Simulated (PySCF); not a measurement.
## Nuclear quadrupole coupling in `C[SiH2][Si]([SiH3])([SiH3])O[SiH3]`

Compound: CH₁₄OSi₅.
Numbering: `[CH3:1][SiH2:2][Si:3]([SiH3:4])([SiH3:5])[O:6][SiH3:7]` (hydrogens: H8, H9, H10 on C1; H11, H12 on Si2; H13, H14, H15 on Si4; H16, H17, H18 on Si5; H19, H20, H21 on Si7)

Geometry (GFN2-xTB, Å), atoms numbered from 1 in this order:
```
atom  x, y, z in Å
C1    -1.048    2.457    0.946
Si2   -1.826    0.752    0.615
Si3   -0.141   -0.804    0.120
Si4   -0.793   -2.671   -1.112
Si5    1.261   -1.248    1.938
O6     0.833   -0.021   -0.972
Si7    1.793    1.114   -1.587
H8    -1.791    3.225    1.142
H9    -0.460    2.775    0.089
H10   -0.380    2.421    1.803
H11   -2.577    0.359    1.820
H12   -2.841    0.942   -0.437
H13   -1.727   -2.390   -2.210
H14    0.304   -3.429   -1.727
H15   -1.488   -3.613   -0.225
H16    1.952   -0.071    2.484
H17    0.461   -1.791    3.043
H18    2.324   -2.229    1.681
H19    0.955    1.953   -2.444
H20    2.820    0.393   -2.332
H21    2.361    1.891   -0.484
```

Field gradients from the PBE0/pcSseg-1 density (PySCF, non-relativistic), principal values in atomic units, ordered |Vxx| ≤ |Vyy| ≤ |Vzz|:

| atom | Vxx | Vyy | Vzz |
| --- | --- | --- | --- |
| O6 | -0.5557 | -0.6300 | 1.1857 |

Question: Find the asymmetry η = (Vxx − Vyy)/Vzz and the couplings χ = eQV/h (234.96 MHz × Q in barn × V in au), with Q(17O) = −0.0256 b.

Answer: 
```
atom      environment  nucleus     η  χzz (MHz)  χxx (MHz)  χyy (MHz)
  O6  siloxane oxygen      17O  0.06      -7.13       3.34       3.79
```

Question: What is Vzz at O6 in SI units (1 au = 9.71736 × 10²¹ V/m²)?

Answer: 1.1857 au = 11.522 × 10²¹ V/m².

Question: And the gradient at the other heavy atoms, for which no coupling is worked out here?

Answer: 
```tsv
atom	environment	Vzz (au)	η
C1	Si-methyl carbon	-0.024	0.33
Si2	SiH2 silicon	0.072	0.23
Si3	oxygen-bound silicon	0.592	0.11
Si4	SiH3 silicon	0.028	0.25
Si5	SiH3 silicon	-0.023	0.59
Si7	oxygen-bound silicon	0.550	0.08
```

Question: What couplings would deuterons (Q(2H) = 0.00286 b) have in place of the hydrogens, at this geometry?

Answer: 
```json
{"atom": "H8", "bonded to": "C1", "bond length (Å)": "1.086", "Vzz (au)": "0.3248", "η": "0.01", "χzz (kHz)": "218"}
{"atom": "H9", "bonded to": "C1", "bond length (Å)": "1.087", "Vzz (au)": "0.3230", "η": "0.01", "χzz (kHz)": "217"}
{"atom": "H10", "bonded to": "C1", "bond length (Å)": "1.087", "Vzz (au)": "0.3226", "η": "0.01", "χzz (kHz)": "217"}
{"atom": "H11", "bonded to": "Si2", "bond length (Å)": "1.473", "Vzz (au)": "0.1574", "η": "0.01", "χzz (kHz)": "106"}
{"atom": "H12", "bonded to": "Si2", "bond length (Å)": "1.474", "Vzz (au)": "0.1568", "η": "0.01", "χzz (kHz)": "105"}
{"atom": "H13", "bonded to": "Si4", "bond length (Å)": "1.469", "Vzz (au)": "0.1614", "η": "0.01", "χzz (kHz)": "108"}
{"atom": "H14", "bonded to": "Si4", "bond length (Å)": "1.468", "Vzz (au)": "0.1620", "η": "0.01", "χzz (kHz)": "109"}
{"atom": "H15", "bonded to": "Si4", "bond length (Å)": "1.469", "Vzz (au)": "0.1611", "η": "0.00", "χzz (kHz)": "108"}
{"atom": "H16", "bonded to": "Si5", "bond length (Å)": "1.470", "Vzz (au)": "0.1609", "η": "0.00", "χzz (kHz)": "108"}
{"atom": "H17", "bonded to": "Si5", "bond length (Å)": "1.468", "Vzz (au)": "0.1614", "η": "0.00", "χzz (kHz)": "108"}
{"atom": "H18", "bonded to": "Si5", "bond length (Å)": "1.469", "Vzz (au)": "0.1611", "η": "0.00", "χzz (kHz)": "108"}
{"atom": "H19", "bonded to": "Si7", "bond length (Å)": "1.463", "Vzz (au)": "0.1600", "η": "0.02", "χzz (kHz)": "108"}
{"atom": "H20", "bonded to": "Si7", "bond length (Å)": "1.459", "Vzz (au)": "0.1625", "η": "0.02", "χzz (kHz)": "109"}
{"atom": "H21", "bonded to": "Si7", "bond length (Å)": "1.464", "Vzz (au)": "0.1588", "η": "0.03", "χzz (kHz)": "107"}
```

The structure is a single GFN2-xTB conformer in the gas phase; no vibrational or solvent corrections. GFN2-xTB bond lengths can be off by several hundredths of an ångström, more for odd bonds, and the gradients follow them. With so small a basis the couplings can be 20 % off.
